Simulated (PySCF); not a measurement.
# Be₂S₂: fields on a plane

Computed with PySCF, PBE0, basis Be def2-TZVP, S def2-TZVP (no relativity, density fitting).

The singlet minimum has Be–S 1.924 Å (×4); Be–S–Be 60.8° (×2), S–Be–S 119.2° (×2).

The plane holds Be1 at (0.00, 0.00), Be2 at (1.95, 0.00), S3 at (0.97, 1.66), S4 at (0.97, -1.66) Å. Columns run from x = -1.95 to 4.35 Å, rows from y = 4.05 (top) to -3.75 Å, in steps of 0.3 Å. Other isomers or separated fragments may lie lower.

Question: Give the lowest empty orbital (Å^-3/2) at -2.80 eV (cut at ±0.3; overall sign arbitrary). Lower edges of the bins (Å^-3/2): '_' -0.263, '.' -0.207, ':' -0.150, '-' -0.094, '=' -0.038, '+' 0.018, '*' 0.075, '#' 0.131, '%' 0.187, '@' 0.244; top 0.30, each point printed twice.

Answer: 
```
============================================
============================================
============================================
============================================
============================================
++++++++++++======------======++++++++++++==
++++++++++++++==--------====++++++++++++++++
++++++++++++++============++++++++++++++++++
++++++******++++==**++++==++++******++++++++
++************++==------==++**********++++++
******######**++--::..::==**########****++++
****##%%%%%%##++--::..::==**%%%%%%####****++
**##%%@@@@@@##==::....::--++%%@@@@%%##****++
**##%%@@@@@@++__........__..@@@@@@%%####**++
**##%%@@@@@@++__........__..@@@@@@%%####**++
**##%%@@@@@@##==::....::--++%%@@@@%%##****++
****##%%%%%%##++--::..::==**%%%%%%####****++
******######**++--::..::==**########****++++
++************++==------==++**********++++++
++++++******++++==**++++==++++******++++++++
++++++++++++++============++++++++++++++++++
++++++++++++++==--------====++++++++++++++++
++++++++++++======------======++++++++++++==
============================================
============================================
============================================
============================================
```

Question: Give the electrostatic potential (V) (cut at 20 V). Every second row and column.

Answer: 
```
-0.1 -0.2 -0.3 -0.4 -0.5 -0.5 -0.5 -0.4 -0.3 -0.2 -0.1
-0.1 -0.2 -0.4 -0.5 -0.5 -0.5 -0.5 -0.5 -0.3 -0.2  0.0
 0.0 -0.1 -0.3 -0.1  1.5  2.8  1.0 -0.2 -0.3 -0.1  0.1
 0.2  0.1  0.0  2.2 20.0 20.0 13.0  1.0 -0.1  0.1  0.2
 0.6  0.7  0.6  4.8 20.0 20.0 20.0  2.4  0.6  0.7  0.6
 1.3  2.1  3.5  6.1 20.0 20.0 14.5  5.1  3.0  1.9  1.2
 2.0  4.4 12.1 20.0 20.0  9.9 20.0 20.0  9.1  3.5  1.7
 2.2  5.2 16.7 20.0 20.0 11.5 20.0 20.0 11.8  4.1  1.9
 1.7  3.2  7.0 13.2 13.2 14.9 13.4 11.9  5.7  2.7  1.5
 1.0  1.2  1.5  4.7 20.0 20.0 20.0  3.0  1.4  1.2  0.9
 0.4  0.3  0.2  3.9 20.0 20.0 20.0  1.9  0.2  0.3  0.4
 0.1 -0.1 -0.2  0.7  6.7 12.7  4.5  0.2 -0.2  0.0  0.1
 0.0 -0.2 -0.4 -0.4 -0.1  0.1 -0.2 -0.4 -0.3 -0.1  0.0
-0.1 -0.2 -0.3 -0.5 -0.6 -0.6 -0.5 -0.4 -0.3 -0.2 -0.1
```
